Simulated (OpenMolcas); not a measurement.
Er3+: moving or changing the point charges

Er3+ among 8 point charges of -1 e arranged as a square antiprism (D4d), 2.44 Å from the ion, with a polar angle of 68.2° against the regular 57.3°.
```
   2.0929    0.8669    0.9067  -1.00
  -0.8669    2.0929    0.9067  -1.00
  -2.0929   -0.8669    0.9067  -1.00
   0.8669   -2.0929    0.9067  -1.00
   2.0929   -0.8669   -0.9067  -1.00
   0.8669    2.0929   -0.9067  -1.00
  -2.0929    0.8669   -0.9067  -1.00
  -0.8669   -2.0929   -0.9067  -1.00
```

* Program: OpenMolcas 26.06
* Method: CASSCF
* Basis: ANO-RCC-VDZP [7s6p4d2f1g]
* Scalar Hamiltonian: DKH2, point nucleus
* Active space: 11 electrons in 7 orbitals (4f)
* State averaging: 2S+1 = 4 odd, 35 roots (30 in the spin-orbit step); 2S+1 = 2 odd, 62 roots kept (CI in the orbitals of an earlier block)
* Spin-orbit coupling: RASSI with atomic mean-field integrals over the reference wave functions

Runs around this geometry, states. Energies in cm-1 above the lowest state or level, χT in cm3 K/mol.

```tsv
R (Å)	q (e)	Ground state	First state of that spin	First gap with spin-orbit (degeneracies)	Width of lowest J	χT at 300 K
2.44	-0.5	2S+1 = 4	95.9	83.1 (2, 2)	358	11.403
2.44	-1	2S+1 = 4	191.5	165.8 (2, 2)	691	11.317
2.57	-1	2S+1 = 4	167.9	145.1 (2, 2)	600	11.344
2.83	-1	2S+1 = 4	130.0	112.1 (2, 2)	459	11.382
```

Taking the width of the lowest J multiplet as R^-n, n = -ln(459 / 691) / ln(2.83 / 2.44) = 2.8 between the shortest and longest distance.

Scaling the charges by -0.5 / -1 = 0.50 scales the width of the lowest J multiplet by 358 / 691 = 0.52; with fixed orbitals a first-order splitting would follow the charge.

High states are left out of the spin-orbit mixing, which shifts the levels that they would mix with. Point charges carry no covalency, so the field is a model and not that of real ligands. An unlabelled pair can be two single states that coincide in this model. No measured value stands beside these numbers.

A state without a sure symmetry label is named by its multiplicity alone.
